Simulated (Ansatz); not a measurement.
System: C2H8O2S2Si (charge 0, singlet). SMILES: CO[Si](S)(S)OC
Geometry: optimised at B3LYP-D3(BJ)/def2-TZVP (Ansatz, a first-principles code).

Wanted: atomisation energy, in kcal/mol. Terms: valence correlation only; spin-orbit terms left out; non-relativistic; UHF or UKS for open shells; dispersion terms only where a functional's name holds one; atomisation electronic, to ground-state atoms. CBS(X,Y): correlation extrapolated as X^-3; Hartree-Fock from the larger set. First-principles rows: single points at B3LYP-D3(BJ) geometries (Ansatz).

| species | coefficient | E at HF/3-21G (Ansatz), Eh | E at wB97M-V/def2-TZVPD (Ansatz), Eh |
|---|---|---|---|
| CO[Si](S)(S)OC | -1 | -1307.49216 | -1317.47944 |
| C atom | +2 | -37.48107 | -37.84643 |
| H atom | +8 | -0.49620 | -0.49411 |
| O atom | +2 | -74.39366 | -75.07806 |
| S atom | +2 | -395.55134 | -398.09150 |
| Si atom | +1 | -287.34443 | -289.35271 |

Coupled cluster (Ansatz) is a level with limits of its own, used here on species with T1 under 0.025 (0.045 for open shells) and stable references: CCSD(T)/CBS(cc-pV(T+d)Z,cc-pV(Q+d)Z). Value to compare with, CCSD(T)/CBS(cc-pV(T+d)Z,cc-pV(Q+d)Z) (Ansatz): 1343.6 kcal/mol. 1 Eh = 627.5095 kcal/mol.

Task: Compute it at each level from the table, and compare with CCSD(T)/CBS(cc-pV(T+d)Z,cc-pV(Q+d)Z) (Ansatz).

Result: 
- HF/3-21G: the sum of coefficient times E is 1.32599 Eh, or 832.07 kcal/mol. Result: 832.1 kcal/mol. Its difference against CCSD(T)/CBS(cc-pV(T+d)Z,cc-pV(Q+d)Z) (Ansatz) is -511.5 kcal/mol.
- wB97M-V/def2-TZVPD: the sum of coefficient times E is 2.14187 Eh, or 1344.04 kcal/mol. Result: 1344.0 kcal/mol. Its difference against CCSD(T)/CBS(cc-pV(T+d)Z,cc-pV(Q+d)Z) (Ansatz) is 0.4 kcal/mol.
